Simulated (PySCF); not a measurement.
Run record: excited-state job, `[F][GeH2][CH](Cl)Cl`.

Method: TDDFT CAM-B3LYP/def2-SVPD, vertical, gas phase, core orbitals frozen in the response (PySCF 2.14.0, density-fitted response routines). Geometry: GFN2-xTB. A driver script takes a list of jobs; this job's settings line and coordinates (Å) are shown.

Command:
```bash
OMP_NUM_THREADS=1 python probes_run.py task.json out
```

Input:
```
{"job": {"kind": "uv", "xc": "CAM-B3LYP", "basis": "def2-SVPD", "nstates": 8, "ntriplets": 3}, "charge": 0, "multiplicity": 1}
F      1.637133    -1.264352     0.689796
Ge     0.964093     0.240705     0.120747
C     -0.986466    -0.169571    -0.031737
Cl    -1.907906     1.338353     0.073550
Cl    -1.230937    -0.940969    -1.604742
H      1.606359     0.439172    -1.216640
H      1.306371     1.210518     1.217213
H     -1.379592    -0.844445     0.727247
```

Output:
```
coarse grid: 37944 points
cycle   1  E = -3136.5221285737  dE = -1.953e-01  |g| = 7.899e-01  |ddm| = 3.253e+00
cycle   2  E = -3136.4079402494  dE =  1.142e-01  |g| = 1.172e+00  |ddm| = 1.764e+00
cycle   3  E = -3136.6419067265  dE = -2.340e-01  |g| = 9.114e-02  |ddm| = 9.348e-01
cycle   4  E = -3136.6429803915  dE = -1.074e-03  |g| = 3.814e-02  |ddm| = 1.244e-01
cycle   5  E = -3136.6431921953  dE = -2.118e-04  |g| = 6.889e-03  |ddm| = 3.841e-02
cycle   6  E = -3136.6432030892  dE = -1.089e-05  |g| = 3.472e-03  |ddm| = 1.503e-02
cycle   7  E = -3136.6432062892  dE = -3.200e-06  |g| = 7.254e-04  |ddm| = 5.142e-03
final grid: 75464 points
cycle   8  E = -3136.6431527291  dE = -1.320e-07  |g| = 7.059e-04  |ddm| = 2.307e-03
cycle   9  E = -3136.6431526769  dE =  5.229e-08  |g| = 8.883e-04  |ddm| = 1.580e-03
cycle  10  E = -3136.6431528462  dE = -1.693e-07  |g| = 4.600e-05  |ddm| = 8.631e-04
cycle  11  E = -3136.6431528471  dE = -8.631e-10  |g| = 1.656e-05  |ddm| = 1.011e-04
converged SCF energy = -3136.6431528471

Static polarisability (au): isotropic 68.716, principal 57.243 73.610 75.294

Singlet excitations
state   eV       nm        f      main configurations
  1   6.4848    191.2   0.00696   H->L 0.55, H->L+1 0.34
  2   6.8766    180.3   0.01043   H->L+1 0.47, H->L 0.30
  3   7.1675    173.0   0.00884   H-1->L+1 0.42, H-1->L 0.19, H->L+3 0.10
  4   7.2783    170.3   0.01693   H->L+3 0.35, H-2->L+1 0.12, H-1->L+1 0.09
  5   7.5435    164.4   0.01361   H-3->L+1 0.19, H-3->L 0.16, H-1->L+3 0.12
  6   7.7429    160.1   0.01309   H-1->L 0.28, H-3->L 0.17, H-2->L 0.15
  7   7.8442    158.1   0.00114   H-2->L+1 0.23, H-2->L 0.18, H-1->L+1 0.14
  8   8.0017    154.9   0.01559   H->L+2 0.35, H->L+4 0.23, H->L+3 0.14

Triplet excitations (Tamm-Dancoff, eV): 5.8909 6.2922 6.4282
```

The SCF starts on a coarse grid where the log names one; the energy can jump when the final grid takes over, and dE then counts from the start density on the new grid. H and L stand for HOMO and LUMO; the number after each pair is its weight.

**Question.** Give the mean polarisability as a volume in Å³, and the ratio of the largest to the smallest principal value.

**Answer.** 68.716 au × 0.148185 = 10.18 Å³; 75.294/57.243 = 1.32.

**Question.** How does the lowest singlet excitation compare with the HOMO–LUMO gap?

**Answer.** HOMO -9.82 eV and LUMO 0.20 eV give a gap of 10.02 eV; S1 at 6.48 eV lies 3.54 eV below it.

In short: HOMO -9.82 eV, LUMO 0.20 eV; lowest singlet 6.48 eV; lowest triplet 5.89 eV (Tamm–Dancoff); mean polarisability 68.7 au.

 The CAM-B3LYP/def2-SVPD calculation is non-relativistic and has no spin–orbit coupling, an omission that weighs most on germanium.

**Question.** How long does this job take on one thread of an Arm Neoverse N1, shared host with 64 logical CPUs at a one-minute load of 61? And the peak memory of the process?

**Answer.** About 49 s (density and orbital grids were written too), with 0.70 GiB resident at the peak, the Python interpreter and its libraries included.

One conformer stands for the species.
Labels such as C1 count atoms from 1, the log's own numbers from 0.
